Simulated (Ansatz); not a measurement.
## Nudged elastic band run: ClF₂H₄OPTi

The input (input.yaml):

```yaml
crystal:
  periodic: [false, false, false]
  atoms:
    - { symbol: Ti, position_ang: [0.419873, -0.15759, 0.025767] }
    - { symbol: Cl, position_ang: [0.913367, -0.129704, 2.179159] }
    - { symbol: O, position_ang: [1.903565, -0.06979, -0.928863] }
    - { symbol: H, position_ang: [2.615871, -0.688646, -1.170837] }
    - { symbol: F, position_ang: [-0.589768, 1.207914, -0.392215] }
    - { symbol: F, position_ang: [-0.402316, -1.659998, -0.342913] }
    - { symbol: P, position_ang: [-3.482545, 0.274598, 1.271913] }
    - { symbol: H, position_ang: [-2.861498, -0.76208, 0.485527] }
    - { symbol: H, position_ang: [-4.072399, -0.691089, 2.167066] }
    - { symbol: H, position_ang: [-2.31625, 0.412185, 2.108196] }
basis:
  gaussian: { orbitals: def2-SVP }
hamiltonian:
  xc: pbe
neb:
  order_check: false
  images: 7
  f_tol: 0.05
  max_iterations: 60
  final_atoms:
    - { symbol: Ti, position_ang: [-0.61874307, -0.39355118, -0.77018638] }
    - { symbol: Cl, position_ang: [0.80864439, 0.82938306, 2.82098664] }
    - { symbol: O, position_ang: [0.80372466, -0.84280421, 0.16338813] }
    - { symbol: H, position_ang: [1.17328273, -0.3446798, 0.93843553] }
    - { symbol: F, position_ang: [-0.58221027, 1.23449487, -1.41276027] }
    - { symbol: F, position_ang: [-1.06567783, -1.63347569, -1.92464331] }
    - { symbol: P, position_ang: [-2.13642382, -0.22125982, 1.19196643] }
    - { symbol: H, position_ang: [-3.38062285, 0.12004906, 0.55851943] }
    - { symbol: H, position_ang: [-2.39872477, -1.627676, 1.32616764] }
    - { symbol: H, position_ang: [-0.47534918, 0.61531972, 2.51092616] }
  initial_path:
    images:
      - { positions_ang: [[0.419873, -0.15759, 0.025767], [0.913367, -0.129704, 2.179159], [1.903565, -0.06979, -0.928863], [2.615871, -0.688646, -1.170837], [-0.589768, 1.207914, -0.392215], [-0.402316, -1.659998, -0.342913], [-3.482545, 0.274598, 1.271913], [-2.861498, -0.76208, 0.485527], [-4.072399, -0.691089, 2.167066], [-2.31625, 0.412185, 2.108196]] }
      - { positions_ang: [[0.31370913, -0.11872714, 0.0173795], [0.68496735, -0.07883395, 2.31215765], [1.87879736, -0.04982898, -0.8593477], [2.49600355, -0.75137219, -1.06350007], [-0.66543474, 1.2707022, -0.45834465], [-0.512419, -1.62648814, -0.40055291], [-3.25795533, 0.20069279, 1.167709], [-2.98039569, -0.80680769, 0.38375255], [-3.71045215, -0.62097946, 2.18029268], [-2.11892049, 0.31744256, 2.12325395]] }
      - { positions_ang: [[0.20754527, -0.07986427, 0.00899199], [0.45656769, -0.0279639, 2.44515629], [1.85402971, -0.02986796, -0.7898324], [2.3761361, -0.81409838, -0.95616313], [-0.74110147, 1.3334904, -0.52447429], [-0.62252199, -1.59297828, -0.45819282], [-3.03336565, 0.12678758, 1.06350501], [-3.09929338, -0.85153538, 0.2819781], [-3.34850529, -0.55086992, 2.19351935], [-1.92159098, 0.22270012, 2.13831189]] }
      - { positions_ang: [[0.1013814, -0.04100141, 0.00060449], [0.22816804, 0.02290615, 2.57815494], [1.82926207, -0.00990694, -0.72031711], [2.25626865, -0.87682457, -0.8488262], [-0.81676821, 1.3962786, -0.59060394], [-0.73262499, -1.55946842, -0.51583272], [-2.80877598, 0.05288236, 0.95930101], [-3.21819106, -0.89626308, 0.18020366], [-2.98655844, -0.48076038, 2.20674603], [-1.72426147, 0.12795768, 2.15336984]] }
      - { positions_ang: [[-0.00478247, -0.00213855, -0.00778301], [-0.00023162, 0.0737762, 2.71115359], [1.80449443, 0.01005407, -0.65080181], [2.1364012, -0.93955076, -0.74148926], [-0.89243495, 1.4590668, -0.65673359], [-0.84272799, -1.52595856, -0.57347263], [-2.58418631, -0.02102285, 0.85509701], [-3.33708875, -0.94099077, 0.07842921], [-2.62461159, -0.41065084, 2.21997271], [-1.52693197, 0.03321524, 2.16842779]] }
      - { positions_ang: [[-0.15827262, -0.09999171, -0.19838385], [0.20198739, 0.26267792, 2.73861185], [1.55430199, -0.2031605, -0.44725433], [1.89562158, -0.79083302, -0.32150807], [-0.81487878, 1.40292382, -0.84574026], [-0.89846545, -1.55283784, -0.9112653], [-2.47224569, -0.07108209, 0.93931437], [-3.34797228, -0.67573081, 0.19845176], [-2.56813988, -0.71490713, 1.99652144], [-1.26403627, 0.17874136, 2.25405238]] }
      - { positions_ang: [[-0.31176277, -0.19784486, -0.3889847], [0.40420639, 0.45157963, 2.76607012], [1.30410955, -0.41637507, -0.24370684], [1.65484197, -0.64211528, 0.09847313], [-0.73732261, 1.34678083, -1.03474693], [-0.95420291, -1.57971712, -1.24905797], [-2.36030506, -0.12114133, 1.02353172], [-3.3588558, -0.41047086, 0.31847432], [-2.51166818, -1.01916342, 1.77307017], [-1.00114057, 0.32426748, 2.33967697]] }
      - { positions_ang: [[-0.46525292, -0.29569802, -0.57958554], [0.60642539, 0.64048135, 2.79352838], [1.0539171, -0.62958964, -0.04015936], [1.41406235, -0.49339754, 0.51845433], [-0.65976644, 1.29063785, -1.2237536], [-1.00994037, -1.60659641, -1.58685064], [-2.24836444, -0.17120058, 1.10774908], [-3.36973932, -0.1452109, 0.43849688], [-2.45519647, -1.32341971, 1.54961891], [-0.73824487, 0.4697936, 2.42530157]] }
      - { positions_ang: [[-0.61874307, -0.39355118, -0.77018638], [0.80864439, 0.82938306, 2.82098664], [0.80372466, -0.84280421, 0.16338813], [1.17328273, -0.3446798, 0.93843553], [-0.58221027, 1.23449487, -1.41276027], [-1.06567783, -1.63347569, -1.92464331], [-2.13642382, -0.22125982, 1.19196643], [-3.38062285, 0.12004906, 0.55851943], [-2.39872477, -1.627676, 1.32616764], [-0.47534918, 0.61531972, 2.51092616]] }
```

Command:

```bash
$ ansatz run input.yaml --threads 4 --pin off --max-ram 5120MiB --backend cpu --events-out ev --progress --plain --runs-dir out
```

Output, in part (warnings, iteration lines, the closing report on the highest movable image, with atoms numbered from 0):

```
NEB end point (image 0): max|allowed force component| = 1.009e-2 eV/Å (the criterion of neb.relax_end_points is 1.000e-2)
NEB end point (image 8): max|allowed force component| = 6.983e-3 eV/Å (the criterion of neb.relax_end_points is 1.000e-2)
NEB iter   1: max|band force component| = 8.507e1 eV/Å  barrier→ = 20.0440 eV  barrier← = 18.9785 eV  Δτ_max = 0.2000 Å  (560 SCF iters)
NEB iter   2: max|band force component| = 1.596e1 eV/Å  barrier→ = 4.3327 eV  barrier← = 3.2671 eV  Δτ_max = 0.2000 Å  (279 SCF iters)
NEB iter   3: max|band force component| = 1.023e1 eV/Å  barrier→ = 2.8702 eV  barrier← = 1.8046 eV  Δτ_max = 0.2000 Å  (257 SCF iters)
NEB iter   4: max|band force component| = 3.294e0 eV/Å  barrier→ = 1.9214 eV  barrier← = 0.8559 eV  Δτ_max = 0.2000 Å  (261 SCF iters)
NEB iter   5: max|band force component| = 1.365e0 eV/Å  barrier→ = 1.8461 eV  barrier← = 0.7805 eV  Δτ_max = 0.2000 Å  (262 SCF iters)
NEB iter   6: max|band force component| = 1.576e0 eV/Å  barrier→ = 1.7826 eV  barrier← = 0.7171 eV  Δτ_max = 0.1003 Å  (263 SCF iters)
NEB iter   7: max|band force component| = 1.518e0 eV/Å  barrier→ = 1.7019 eV  barrier← = 0.6363 eV  Δτ_max = 0.1002 Å  (253 SCF iters)
NEB iter   8: max|band force component| = 5.770e0 eV/Å  barrier→ = 1.9994 eV  barrier← = 0.9339 eV  Δτ_max = 0.0505 Å  (253 SCF iters)
NEB iter   9: max|band force component| = 2.092e0 eV/Å  barrier→ = 1.6000 eV  barrier← = 0.5345 eV  Δτ_max = 0.1023 Å  (229 SCF iters)
NEB iter  10: max|band force component| = 6.730e-1 eV/Å  barrier→ = 1.5254 eV  barrier← = 0.4599 eV  Δτ_max = 0.2000 Å  (240 SCF iters)
NEB iter  11: max|band force component| = 7.733e-1 eV/Å  barrier→ = 1.5517 eV  barrier← = 0.4861 eV  Δτ_max = 0.1000 Å  (251 SCF iters)
NEB iter  12: max|band force component| = 4.570e-1 eV/Å  barrier→ = 1.5085 eV  barrier← = 0.4430 eV  CI = image 6  Δτ_max = 0.1015 Å  (236 SCF iters)
NEB iter  13: max|band force component| = 4.189e-1 eV/Å  barrier→ = 1.4850 eV  barrier← = 0.4195 eV  CI = image 6  Δτ_max = 0.0999 Å  (242 SCF iters)
NEB iter  14: max|band force component| = 3.794e-1 eV/Å  barrier→ = 1.4777 eV  barrier← = 0.4122 eV  CI = image 6  Δτ_max = 0.0993 Å  (237 SCF iters)
NEB iter  15: max|band force component| = 6.009e-1 eV/Å  barrier→ = 1.5178 eV  barrier← = 0.4522 eV  CI = image 6  Δτ_max = 0.0505 Å  (239 SCF iters)
NEB iter  16: max|band force component| = 4.835e-1 eV/Å  barrier→ = 1.5181 eV  barrier← = 0.4525 eV  CI = image 6  Δτ_max = 0.0999 Å  (224 SCF iters)
NEB iter  17: max|band force component| = 4.458e-1 eV/Å  barrier→ = 1.5224 eV  barrier← = 0.4569 eV  CI = image 6  Δτ_max = 0.1005 Å  (240 SCF iters)
NEB iter  18: max|band force component| = 3.918e-1 eV/Å  barrier→ = 1.4875 eV  barrier← = 0.4220 eV  CI = image 6  Δτ_max = 0.2000 Å  (230 SCF iters)
NEB iter  19: max|band force component| = 4.453e-1 eV/Å  barrier→ = 1.4463 eV  barrier← = 0.3808 eV  CI = image 6  Δτ_max = 0.1061 Å  (228 SCF iters)
NEB iter  20: max|band force component| = 2.786e-1 eV/Å  barrier→ = 1.4460 eV  barrier← = 0.3805 eV  CI = image 6  Δτ_max = 0.0940 Å  (227 SCF iters)
NEB iter  21: max|band force component| = 2.024e-1 eV/Å  barrier→ = 1.4292 eV  barrier← = 0.3637 eV  CI = image 6  Δτ_max = 0.0671 Å  (230 SCF iters)
NEB iter  22: max|band force component| = 1.622e-1 eV/Å  barrier→ = 1.4259 eV  barrier← = 0.3604 eV  CI = image 6  Δτ_max = 0.0813 Å  (225 SCF iters)
NEB iter  23: max|band force component| = 1.738e-1 eV/Å  barrier→ = 1.4151 eV  barrier← = 0.3496 eV  CI = image 6  Δτ_max = 0.0412 Å  (224 SCF iters)
NEB iter  24: max|band force component| = 1.308e-1 eV/Å  barrier→ = 1.4073 eV  barrier← = 0.3418 eV  CI = image 6  Δτ_max = 0.0413 Å  (218 SCF iters)
NEB iter  25: max|band force component| = 4.296e-1 eV/Å  barrier→ = 1.4013 eV  barrier← = 0.3357 eV  CI = image 6  Δτ_max = 0.0209 Å  (223 SCF iters)
NEB iter  26: max|band force component| = 1.278e-1 eV/Å  barrier→ = 1.3997 eV  barrier← = 0.3341 eV  CI = image 6  Δτ_max = 0.0412 Å  (216 SCF iters)
NEB iter  27: max|band force component| = 1.458e-1 eV/Å  barrier→ = 1.3988 eV  barrier← = 0.3333 eV  CI = image 6  Δτ_max = 0.0206 Å  (224 SCF iters)
NEB iter  28: max|band force component| = 6.309e-2 eV/Å  barrier→ = 1.3985 eV  barrier← = 0.3330 eV  CI = image 6  Δτ_max = 0.0412 Å  (216 SCF iters)
NEB iter  29: max|band force component| = 1.863e-1 eV/Å  barrier→ = 1.3985 eV  barrier← = 0.3329 eV  CI = image 6  Δτ_max = 0.0206 Å  (223 SCF iters)
NEB iter  30: max|band force component| = 4.948e-2 eV/Å  barrier→ = 1.3984 eV  barrier← = 0.3328 eV  CI = image 6  Δτ_max = 0.0000 Å  (441 SCF iters)
Total energy: -52440.18887438 eV, -1927.1413958967 hartree
Atom 0 at    -0.379787    -0.092223    -0.409499 Å, force    -0.008703     0.009875    -0.003788 eV/Å
Atom 1 at     0.256122     1.125753     2.059214 Å, force     0.002878    -0.005742     0.004160 eV/Å
Atom 2 at     1.051409    -1.068376    -0.013848 Å, force     0.009925    -0.012608    -0.007710 eV/Å
Atom 3 at     1.730174    -0.733368     0.606365 Å, force    -0.008950     0.006235     0.005798 eV/Å
Atom 4 at    -0.134598     1.519364    -1.044639 Å, force    -0.003168    -0.000376     0.000658 eV/Å
Atom 5 at    -1.133855    -0.961606    -1.722095 Å, force     0.003588    -0.001959     0.005655 eV/Å
Atom 6 at    -2.260553    -0.449402     1.314779 Å, force     0.005170     0.001858    -0.004286 eV/Å
Atom 7 at    -3.582144    -0.312970     0.781394 Å, force     0.000626    -0.000755     0.000240 eV/Å
Atom 8 at    -2.255562    -1.844468     1.627400 Å, force    -0.000023     0.000482     0.002065 eV/Å
Atom 9 at    -1.163307     0.553096     2.203729 Å, force    -0.001342     0.002989    -0.002791 eV/Å
Dipole moment:    -0.131260    -0.242573     0.206820 e Å
```

The forces met the threshold. A structure lower than the first end lies on the path between it and the top, so the climb from that side starts below the end, which may itself be a saddle point or a shallow side well. A vibrational analysis at the climbing image gives 2 clearly imaginary modes (443i, 66i cm⁻¹): a point of higher order, so a lower path passes nearby. The orbitals stay closed-shell, which can raise the energy where a bond breaks towards radicals; this wasn't checked here.

Final band (atoms are numbered from 1 in the order of the input):

```json
{"image": "0", "path coordinate (Å)": "0.00", "energy (eV)": "0.00", "Ti1–Cl2 (Å)": "2.21", "P7–H10 (Å)": "1.44", "Ti1–P7 (Å)": "4.12"}
{"image": "1", "path coordinate (Å)": "1.76", "energy (eV)": "0.00", "Ti1–Cl2 (Å)": "2.21", "P7–H10 (Å)": "1.44", "Ti1–P7 (Å)": "4.38"}
{"image": "2", "path coordinate (Å)": "3.53", "energy (eV)": "-0.02", "Ti1–Cl2 (Å)": "2.21", "P7–H10 (Å)": "1.44", "Ti1–P7 (Å)": "4.23"}
{"image": "3", "path coordinate (Å)": "5.30", "energy (eV)": "0.01", "Ti1–Cl2 (Å)": "2.21", "P7–H10 (Å)": "1.44", "Ti1–P7 (Å)": "4.59"}
{"image": "4", "path coordinate (Å)": "7.07", "energy (eV)": "0.02", "Ti1–Cl2 (Å)": "2.21", "P7–H10 (Å)": "1.44", "Ti1–P7 (Å)": "4.76"}
{"image": "5", "path coordinate (Å)": "8.84", "energy (eV)": "0.37", "Ti1–Cl2 (Å)": "2.26", "P7–H10 (Å)": "1.44", "Ti1–P7 (Å)": "3.80"}
{"image": "6", "path coordinate (Å)": "10.62", "energy (eV)": "1.40", "Ti1–Cl2 (Å)": "2.83", "P7–H10 (Å)": "1.73", "Ti1–P7 (Å)": "2.58"}
{"image": "7", "path coordinate (Å)": "11.71", "energy (eV)": "1.14", "Ti1–Cl2 (Å)": "3.57", "P7–H10 (Å)": "2.18", "Ti1–P7 (Å)": "2.50"}
{"image": "8", "path coordinate (Å)": "12.80", "energy (eV)": "1.07", "Ti1–Cl2 (Å)": "4.05", "P7–H10 (Å)": "2.28", "Ti1–P7 (Å)": "2.49"}
```

Time of the run: 3.5 min on 4 threads of Intel(R) Xeon(R) 6975P-C (Granite Rapids) (shared host), peak memory 0.22 GiB.
